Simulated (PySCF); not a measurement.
Compound: C2H11NOSi2.
SMILES with atom numbers: `[CH3:1][N:2]([CH3:3])[SiH2:4][O:5][SiH3:6]` (hydrogens: H7, H8, H9 on C1; H10, H11, H12 on C3; H13, H14 on Si4; H15, H16, H17 on Si6)

Geometry (PBE0-D3(BJ)/def2-SVP, Å), atoms numbered from 1 in this order:
```xyz
17
C2H11NOSi2 angstrom
C     -1.3523    1.4671   -0.6489
N     -1.0452    0.1013   -0.3026
C     -1.5771   -0.3238    0.9680
Si     0.1573   -0.7984   -1.1461
O      1.7315   -0.4674   -0.6985
Si     2.6818   -0.3900    0.6549
H     -2.4454    1.6349   -0.6682
H     -0.9199    2.1953    0.0657
H     -0.9626    1.7109   -1.6487
H     -1.1600    0.2501    1.8199
H     -1.3581   -1.3879    1.1438
H     -2.6758   -0.2018    0.9990
H      0.0753   -0.4513   -2.5889
H     -0.1047   -2.2395   -0.8643
H      4.1001   -0.6348    0.2676
H      2.2609   -1.4211    1.6558
H      2.5740    0.9582    1.2911
```

Linear response at CAM-B3LYP/def2-SVPD (PySCF, frozen core in the response, non-relativistic).

Static isotropic polarisability: 88.55 au (13.12 Å³), principal values 83.7, 86.1, 95.9 au.

Problem. What is the polarisability at 1064 nm and at the sodium D line?

Solution. 89.30 au at 1064 nm (+0.8 %), 91.06 au at 589.3 nm (+2.8 %). The rise at 589.3 nm is 3.35 times that at 1064 nm; a pure ω² law gives 3.26. The lowest singlet lies at 205 nm, shorter than both wavelengths.

Problem. What is the isotropic C6 coefficient between two such molecules, C6 = (3/π)∫α(iω)² dω?

Solution. 3083 au (Eh·bohr⁶) by a ten-point quadrature over imaginary frequencies, which is 1840 eV·Å⁶ or 178 J·nm⁶/mol.

Problem. Which effective excitation energy ω̄ makes London's formula C6 = (3/4)α²ω̄ exact here?

Solution. ω̄ = 4·C6/(3α²) = 0.524 Eh = 14.3 eV. A one-pole form α(ω) = α/(1 − ω²/ω̄²) fitted to the 1064 nm value gives 12.7 eV. London's choice of the ionisation energy (8.64 eV, ΔSCF at the same level) gives C6 = 1870 au, 39 % too low.

Problem. What molar refraction at the D line follows from R = (4π/3)·N_A·α′, with α′ the polarisability volume?

Solution. α′ = 13.49 Å³ gives R = 34.04 cm³/mol, for isolated, non-vibrating species.

Problem. What n − 1 at the D line would an ideal gas of it have at 273.15 K and 1 atm (2.6868 × 10¹⁹ cm⁻³), by n − 1 = 2π·N·α′?

Solution. 22.78 × 10⁻⁴, a formal value whether or not that pressure can be reached.

Problem. What does −C6/R⁶ come to at R = 12 Å between centres?

Solution. -60 J/mol. This is the leading, orientation-averaged term; C8 and higher terms are left out.

Problem. The lowest 10 singlets have (eV, f): 6.05, 0.009; 6.63, 0.072; 7.08, 0.005; 7.16, 0.007; 7.46, 0.019; 7.49, 0.008; 7.53, 0.013; 7.66, 0.006; 7.82, 0.007; 7.86, 0.019. What share of the static polarisability do they carry in the sum over states α = Σ f/ω²?

Solution. 2.50 au, 2.8 % of α; the largest term, 1.21 au, is that of the state at 6.63 eV. Their oscillator strengths add up to 0.17. Higher states carry the rest.

Problem. What three-body coefficient follows from the one-pole estimate C9 = (3/4)·α·C6?

Solution. 205000 au. This is an estimate from the two numbers above, not a computed integral.

Hardware: one thread, Intel Xeon at 2.50 GHz (x86_64), no GPU, shared host with 64 logical CPUs at a one-minute load of 60. Cost: 4.4 min of wall time (with the writing of density and orbital grids), 1.1 GiB resident at most. This is the whole response run at CAM-B3LYP/def2-SVPD, SCF included.

One conformer stands for the species.
